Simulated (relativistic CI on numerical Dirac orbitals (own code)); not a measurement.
# d2 in a ligand field

Computed with a parametric ligand-field model of a d^n configuration (Racah B and C, spin-orbit zeta, crystal field), exact diagonalisation.

Field parameters in Wybourne normalisation: Oh B⁴₀ = 21Dq, B⁴₄ = √(5/14) B⁴₀. The field is a parameter set, without covalency.

Task: Lowest levels for B = 890, C = 3260, ζ = 180 cm⁻¹, Oh, 10Dq = 10000 cm⁻¹?

Result: E 0 (S 1.00), T2 7 (S 1.00), T1 262 (S 1.00), A1 390 (S 1.00), A2 8844 (S 1.00), T2 8871 (S 1.00), T1 8981 (S 1.00), E 8986 (S 1.00), T2 12529 (S 0.01) cm⁻¹, with S from ⟨S²⟩ = S(S + 1). The ground level has 0.07 electrons in the cubic e pair.

Task: Lowest levels for B = 650, C = 2850, ζ = 1000 cm⁻¹, Oh, 10Dq = 29350 cm⁻¹?

Result: E 0 (S 1.00), T2 47 (S 1.00), T1 1316 (S 1.00), A1 1864 (S 1.00), T2 10558 (S 0.02), E 10705 (S 0.02), A1 23323 (S 0.02), A2 28090 (S 1.00), T2 28366 (S 1.00) cm⁻¹, with S from ⟨S²⟩ = S(S + 1). The ground level has 0.02 electrons in the cubic e pair.

Task: Lowest levels for B = 510, C = 2110, ζ = 4000 cm⁻¹, Oh, 10Dq = 28700 cm⁻¹?

Result: E 0 (S 0.94), T2 425 (S 0.93), T1 6432 (S 1.00), A1 6806 (S 0.91), T2 11896 (S 0.23), E 12460 (S 0.20), A1 23056 (S 0.34), A2 30285 (S 1.00), T2 31311 (S 0.97) cm⁻¹, with S from ⟨S²⟩ = S(S + 1). The ground level has 0.07 electrons in the cubic e pair.

Task: Lowest levels for B = 710, C = 3640, ζ = 120 cm⁻¹, Oh, 10Dq = 10100 cm⁻¹?

Result: E 0 (S 1.00), T2 3 (S 1.00), T1 169 (S 1.00), A1 252 (S 1.00), A2 9034 (S 1.00), T2 9054 (S 1.00), T1 9125 (S 1.00), E 9127 (S 1.00), T2 12064 (S 0.01) cm⁻¹, with S from ⟨S²⟩ = S(S + 1). The ground level has 0.06 electrons in the cubic e pair.

Task: Lowest levels for B = 550, C = 2580, ζ = 120 cm⁻¹, Oh, 10Dq = 29750 cm⁻¹?

Result: E 0 (S 1.00), T2 1 (S 1.00), T1 143 (S 1.00), A1 212 (S 1.00), T2 8720 (S 0.00), E 8783 (S 0.00), A1 20114 (S 0.00), A2 28424 (S 1.00), T2 28454 (S 1.00) cm⁻¹, with S from ⟨S²⟩ = S(S + 1). The ground level has 0.01 electrons in the cubic e pair.
